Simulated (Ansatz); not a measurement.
C₃H₉GaO₂ (`CC(C)[O][GaH][OH]`) at its PBE0-D4/def2-TZVP geometry, where that method's forces vanish. The species carries charge 0 and has multiplicity 1.

```xyz
15

C    -1.5721    0.5755    0.4089
C    -0.3711   -0.1991    0.9211
C    -0.3634   -1.6323    0.4201
O     0.8376    0.4609    0.6135
Ga    1.4472    0.7872   -1.0203
O     3.0046    1.6428   -0.9172
H    -2.5078    0.1199    0.7428
H    -1.5422    1.6048    0.7718
H    -1.5827    0.5924   -0.6865
H    -0.4208   -0.2207    2.0179
H    -0.3499   -1.6588   -0.6750
H     0.5183   -2.1588    0.7911
H    -1.2529   -2.1724    0.7543
H     0.7707    0.4109   -2.3691
H     3.3846    1.8476   -1.7735
```

Task: What forces (eV/Å) does ωB97M-V/def2-TZVPP give on these atoms in the Gaussian-basis code of Ansatz? (Best estimate.)

Result: Ansatz gave: 
```
C1  -0.140  0.094 -0.062
C2  -0.127 -0.069  0.288
C3   0.004 -0.169 -0.060
O4   0.161  0.088 -0.032
Ga5 -0.098 -0.051 -0.175
O6   0.057  0.030 -0.066
H7   0.071  0.026 -0.023
H8   0.004 -0.073 -0.027
H9   0.009 -0.005  0.059
H10 -0.006 -0.004 -0.099
H11  0.000  0.011  0.059
H12 -0.059  0.042 -0.027
H13  0.061  0.045 -0.023
H14  0.053  0.028  0.131
H15  0.012  0.006  0.055
```
